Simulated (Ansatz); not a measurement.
GeF2Me2 (C2H6F2Ge), relaxed as a singlet with RKS r2SCAN-D4/def2-SVP in Ansatz, starting from the GFN2-xTB geometry. Force threshold 0.02 eV/Å.

Start:

```xyz
11

Ge    0.2926   -0.3660    0.1642
F     2.0473   -0.4903    0.1997
F    -0.1447   -1.9141    0.8793
C    -0.2297   -0.4816   -1.7450
H     0.0780    0.4134   -2.2750
H    -1.3046   -0.6021   -1.8296
H     0.2639   -1.3454   -2.1814
C    -0.1882    1.0109    1.5073
H    -1.2665    1.1104    1.5742
H     0.2480    1.9660    1.2350
H     0.2039    0.6988    2.4713
```

(1) Estimate the energy that the relaxation releases and the steps that it takes.

(2) Does the start keep its bonding and symmetry?

(3) Predict the relaxed structure.

Answers

(1) 2.8 kcal/mol, in 5 steps; 9 s on 4 threads of Intel Xeon on a shared host. No frequencies were taken in this run, so the end may be a saddle point.

(2) By distances, no bond broke or formed. The bond that changes most is Ge1–C4, from 1.98 to 1.93 Å (atoms count from 1).

(3) 
```xyz
11

Ge    0.3454   -0.4383    0.1968
F     2.0849   -0.5156    0.2140
F    -0.1380   -1.9581    0.8961
C    -0.2249   -0.4330   -1.6428
H     0.0993    0.4911   -2.1431
H    -1.3202   -0.5092   -1.7031
H     0.2221   -1.2943   -2.1591
C    -0.1913    0.9619    1.4054
H    -1.2878    1.0314    1.4509
H     0.2166    1.9283    1.0751
H     0.1939    0.7358    2.4097
```
Bond lengths: 2 × F–Ge 1.74 Å; 2 × C–Ge 1.93 Å; 6 × C–H 1.10 Å.
